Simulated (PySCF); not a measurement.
Group charges in `C=C(C)c1ccc([O-])o1`

Compound: C7H7O2 (charge -1).
SMILES with atom numbers: `[CH2:1]=[C:2]([CH3:3])[c:4]1[cH:5][cH:6][c:7]([O-:8])[o:9]1` (hydrogens: H10, H11 on C1; H12, H13, H14 on C3; H15 on C5; H16 on C6)

Structure used (GFN2-xTB), in Å, numbered top down from 1:
```xyz
16
C7H7O2 angstrom
C     -1.8883   -1.1819   -0.0601
C     -1.1213   -0.0876    0.1230
C     -1.7563    1.2702    0.2690
C      0.2982   -0.1111    0.1970
C      1.2189   -1.1407    0.1249
C      2.4888   -0.5965    0.2733
C      2.3367    0.7966    0.4380
O      3.1629    1.7035    0.6024
O      0.9845    1.0779    0.3889
H     -2.9634   -1.1137   -0.1052
H     -1.4641   -2.1650   -0.1657
H     -1.3830    1.9409   -0.5039
H     -1.4870    1.7048    1.2310
H     -2.8415    1.2060    0.1956
H      0.9771   -2.1798   -0.0200
H      3.4301   -1.1146    0.2680
```

Atomic charges (e) from the PBE0/pcSseg-1 density (PySCF):

| atom | Mulliken | IAO | Hirshfeld | ESP-fitted |
| --- | --- | --- | --- | --- |
| C1 | -0.1652 | -0.4657 | -0.2139 | -0.9699 |
| C2 | -0.4376 | +0.0188 | -0.0212 | +0.4591 |
| C3 | -0.1341 | -0.4140 | -0.1320 | -0.5226 |
| C4 | +0.2559 | +0.0545 | -0.0187 | -0.0333 |
| C5 | -0.1232 | -0.2008 | -0.1141 | -0.2351 |
| C6 | -0.3056 | -0.3738 | -0.1839 | -0.5901 |
| C7 | +0.4454 | +0.4357 | +0.0964 | +0.7128 |
| O8 | -0.5343 | -0.6111 | -0.4258 | -0.7040 |
| O9 | -0.4822 | -0.3426 | -0.1219 | -0.3334 |
| H10 | +0.0503 | +0.1117 | +0.0010 | +0.2418 |
| H11 | +0.0657 | +0.1180 | +0.0067 | +0.2309 |
| H12 | +0.1141 | +0.1464 | +0.0313 | +0.1341 |
| H13 | +0.1140 | +0.1461 | +0.0313 | +0.1353 |
| H14 | +0.0777 | +0.1196 | +0.0249 | +0.1228 |
| H15 | +0.0307 | +0.1290 | +0.0291 | +0.1716 |
| H16 | +0.0281 | +0.1282 | +0.0107 | +0.1800 |

**Question.** Cut each of the bonds C1–C2, C2–C4 and C3–C2 in turn and sum the charges on the side of the atom named first.

**Answer.** In e; the other side holds the total charge, -1, less this:

| bond cut | piece | atoms | Mulliken | IAO | Hirshfeld | ESP-fitted |
| --- | --- | --- | --- | --- | --- | --- |
| C1–C2 | CH2 | 3 | -0.049 | -0.236 | -0.206 | -0.497 |
| C2–C4 | C3H5 | 8 | -0.315 | -0.219 | -0.272 | -0.168 |
| C3–C2 | CH3 | 4 | +0.172 | -0.002 | -0.045 | -0.130 |

Extremes among these pieces. Mulliken: lowest C3H5 at C2, highest CH3 at C3; IAO: lowest CH2 at C1, highest CH3 at C3; Hirshfeld: lowest C3H5 at C2, highest CH3 at C3; ESP-fitted: lowest CH2 at C1, highest CH3 at C3.

**Question.** Do the schemes agree better on the pieces than on the single atoms at the cuts?

**Answer.** The spread between schemes averages 0.299 e for the pieces and 0.697 e for the atoms named first; it is smaller for the piece at 3 of the 3 cuts. On average they agree better on the pieces. The sign differs between schemes (beyond ±0.03 e) for CH3 at C3.

Isolated species at its GFN2-xTB geometry (one conformer only). The pcSseg-1 basis has no diffuse functions, a weakness for an anion. The HOMO energy is positive at this level (+0.01 eV), so the outermost electrons may be held by the finite basis alone.
